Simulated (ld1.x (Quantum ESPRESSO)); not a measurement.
# Scattering properties, TM semilocal potential for Sb

antimony, norm-conserving Troullier–Martins (semilocal form), made with ld1.x (Quantum ESPRESSO) 7.5 (PBE, scalar-relativistic). Core [Kr], reference 4d10 5s2 5p3. Waves: 5p (bound): rc 1.86 bohr; 4d (bound): rc 0.62 bohr; 5s (bound): rc 1.28 bohr. Local part: the s channel. Core correction: Bessel-smoothed model core, default radius (core density twice the valence density).

The phase is arctan(r·u′/u) with u = r·R(r), unwrapped; energies in Ry, scanned from -4 to 5 Ry. A pole is an energy at which the radial function vanishes at the test radius. The pseudo phase is shifted by a multiple of π to meet the all-electron one at the reference energy, and phase errors are pseudo minus all-electron; the curves can meet again beyond the range given. Levels narrower than the energy grid can be missing from the lists of poles.

| channel | radius (bohr) | reference energy (Ry) | poles, all-electron | poles, pseudo | unbroken range about the reference energy with phases within 0.05 rad | phase error 1 Ry above the reference energy (rad) |
| --- | --- | --- | --- | --- | --- | --- |
| s | 2.04 | -0.94 | 2.82 | -0.41, 4.05 | below -0.6 | -3.005 |
| p | 2.04 | -0.35 | 4.71 | 3.55 | below 2.3 | -0.030 |
| d | 2.04 | -2.46 | -2.18 | -2.18 | below 2.0 | -0.000 |

A Bessel basis up to 400 Ry misses an occupied level by 0.12 Ry, so cutoffs were not judged. Note: ghost state, extra bound levels that the all-electron valence spectrum of the same l lacks: s at -5.2 eV (other channels not judged); the semilocal form is local in each channel, so this says nothing of the separable form that plane-wave codes build from it.

Phases in the s channel:

```tsv
E (Ry)	all-electron	pseudo
-4.00	1.226	1.211
-3.76	1.205	1.189
-3.52	1.181	1.163
-3.28	1.152	1.133
-3.04	1.117	1.095
-2.80	1.074	1.050
-2.56	1.019	0.993
-2.32	0.949	0.919
-2.08	0.854	0.822
-1.84	0.725	0.691
-1.60	0.542	0.510
-1.36	0.287	0.265
-1.12	-0.039	-0.045
-0.88	-0.385	-0.386
-0.64	-0.681	-0.725
-0.40	-0.901	-1.650
-0.16	-1.058	-3.985
0.08	-1.170	-4.180
0.32	-1.253	-4.291
0.56	-1.317	-4.370
0.80	-1.366	-4.429
1.04	-1.407	-4.476
1.28	-1.440	-4.514
1.52	-1.468	-4.545
1.76	-1.492	-4.572
2.00	-1.513	-4.595
2.24	-1.532	-4.614
2.48	-1.549	-4.632
2.72	-1.564	-4.648
2.96	-1.579	-4.662
3.20	-1.592	-4.675
3.44	-1.605	-4.686
3.68	-1.617	-4.697
3.92	-1.629	-4.707
4.16	-1.641	-4.717
4.40	-1.652	-4.726
4.64	-1.664	-4.734
4.88	-1.676	-4.743
```
